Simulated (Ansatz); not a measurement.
C₃H₉CuOSi (`C[Si](C)(C)[O][Cu]`), relaxed with RKS PBE-D4/def2-SVP in the Gaussian-basis code of Ansatz from a rough embedded geometry. The force threshold is 0.03 eV/Å; the program also tests the step.

Total charge 0; spin multiplicity 1.

Start:

```xyz
15

C    -1.578   -0.377    0.646
Si    0.029    0.285   -0.035
C     1.281    0.196    1.306
C     0.653   -0.735   -1.427
O    -0.133    1.907   -0.557
Cu   -1.148    2.404   -1.718
H    -1.476   -1.390    0.947
H    -2.328   -0.273   -0.204
H    -1.971    0.301    1.477
H     2.256    0.587    0.982
H     1.388   -0.847    1.678
H     0.962    0.842    2.213
H     1.544   -0.371   -1.891
H     0.679   -1.804   -1.142
H    -0.159   -0.725   -2.276
```

```
step  energy (eV)  largest force (eV/Å)  largest move (Å)
   1  -57794.1512                 3.811             0.000
   2  -57794.6447                 2.114             0.077
   3  -57794.8030                 0.426             0.061
   4  -57794.8098                 0.091             0.041
   5  -57794.8105                 0.034             0.008
   6  -57794.8108                 0.035             0.017
   7  -57794.8109                 0.004             0.016
```

End:

```xyz
15

C    -1.630   -0.343    0.606
Si    0.034    0.310   -0.028
C     1.319    0.223    1.357
C     0.595   -0.767   -1.484
O    -0.068    1.926   -0.464
Cu   -1.194    2.420   -1.748
H    -1.558   -1.390    0.967
H    -2.396   -0.317   -0.198
H    -2.002    0.282    1.444
H     2.301    0.598    1.004
H     1.454   -0.819    1.714
H     1.008    0.846    2.220
H     1.554   -0.394   -1.900
H     0.739   -1.827   -1.188
H    -0.156   -0.747   -2.303
```

It took 39 s on 2 threads of an AMD EPYC 7R13 on a shared host, with 0.26 GiB of host memory at the peak.
